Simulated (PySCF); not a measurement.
**Ionisation energy of Cr by level of theory**

Cr [Ar] 3d5 4s1 (7S) → Cr⁺ [Ar] 3d5 (6S), as a difference of total energies. Computed with PySCF 2.14 in aug-cc-pVTZ-DK (8s7p5d3f2g, 93 functions), with scalar relativity by spin-free X2C-1e. Correlated levels: valence: [Ar] frozen. The calculations carry no spin-orbit coupling.

```
           method  ionisation energy (eV)
              UHF                   6.005
    MP2 (valence)                   6.518
SCS-MP2 (valence)                   6.176
   CCSD (valence)                   6.549
CCSD(T) (valence)                   6.593
```

Errors of the correlated levels include the incompleteness of this basis and the frozen core.

Q: Which method comes closest to the reference value, and which is furthest?

A: The reference is 6.767 eV (measured; NIST Atomic Spectra Database, ionization energies). Closest: CCSD(T) (valence) (error -0.174 eV); furthest: UHF (error -0.762 eV).
